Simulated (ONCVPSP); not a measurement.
## Varying the ONCV potential for caesium

Base potential:

```json
{"Element": "Cs", "Generator": "ONCVPSP 4.0.1", "Type": "optimised norm-conserving Vanderbilt (ONCV)", "Functional": "PBE", "Relativity": "scalar-relativistic", "Frozen core": "[Kr] 4d10", "Valence charge": "9", "Reference configuration": "5s2 5p6 6s1", "Partial waves": "5s+6s: rc 3.30 bohr, ncon 5, nbas 8, qcut 3 1/bohr, 2 projectors; 5p: rc 2.60 bohr, ncon 4, nbas 7, qcut 4.4 1/bohr, 3 projectors, debl 2.4 Ha; d scattering state at 0.28 Ha: rc 2.85 bohr, ncon 3, nbas 6, qcut 3.8 1/bohr, 3 projectors, debl 0.6 Ha", "Local potential": "polynomial inside 2.25 bohr (lpopt 5, dvloc0 2 Ha)", "Core correction": "none"}
```

In the d channel the program set the typed energies aside and used 0.050, 0.650, 1.250 Ha.

All-electron outer shells of the reference configuration (PBE, scalar-relativistic, ld1.x):

```
shell  level (eV)  outermost node (bohr)  outermost maximum (bohr)
   5s      -26.73                   0.82                      1.54
   5p      -13.52                   0.89                      1.79
   6s       -2.09                   2.11                      4.80
```

Cutoffs, loose and tight: the cutoffs (Ha) at which the residual kinetic energy of the hardest occupied pseudo-wave falls to 1 and 0.1 mHa per electron. They do not see the model core or the augmentation charge, which bear on the density cutoff. Test errors are all-electron minus pseudo excitation energies from the reference, over the configurations 5s2 5p6 6s0; 5s2 5p6 6s0.5; 5s2 5p6 6s0 6p1; 5s2 5p5 6s1. A dash means not determined; rows that change the core or the reference have their own tests.

A true bound ghost makes a file unfit for plane-wave use even where its test errors are small: the radial tests pick states by their node count and pass the ghost by.

```tsv
change	outcome	cutoff, loose	cutoff, tight	bound ghosts	GHOST(+) flags above zero	largest test error (meV)
base	generated, projector energies reset by the program	5.8 Ha	8.4 Ha	none	none	-11
local potential polynomial inside 2.25 bohr (lpopt 5, dvloc0 -1.5 Ha)	generated, projector energies reset by the program	5.8 Ha	8.4 Ha	none	s, p	-11
local potential polynomial inside 2.25 bohr (lpopt 5, dvloc0 0 Ha)	generated, projector energies reset by the program	5.8 Ha	8.4 Ha	none	none	-12
local potential polynomial inside 2.25 bohr (lpopt 5, dvloc0 1 Ha)	generated, projector energies reset by the program	5.8 Ha	8.4 Ha	none	none	-12
local potential polynomial inside 2.25 bohr (lpopt 5, dvloc0 3 Ha)	generated, projector energies reset by the program	5.8 Ha	8.4 Ha	none	none	-12
local potential polynomial inside 2.25 bohr (lpopt 5, dvloc0 5.5 Ha)	generated, projector energies reset by the program	5.8 Ha	8.4 Ha	none	d	-12
local potential polynomial inside 2.25 bohr (lpopt 5, dvloc0 7.5 Ha)	generated, projector energies reset by the program	5.8 Ha	8.4 Ha	none	s	-12
local potential polynomial inside 2.25 bohr (lpopt 5, dvloc0 9 Ha)	generated, projector energies reset by the program	5.8 Ha	8.4 Ha	s	none	-13
```

Reading the sweep of the dvloc0 (base included, trends over the rows without a ghost): The loose cutoff stays near 5.8 Ha. The median size of the test errors (rows with all tests solved) stays near 0.2 meV. Bound ghosts are found at 9 Ha.
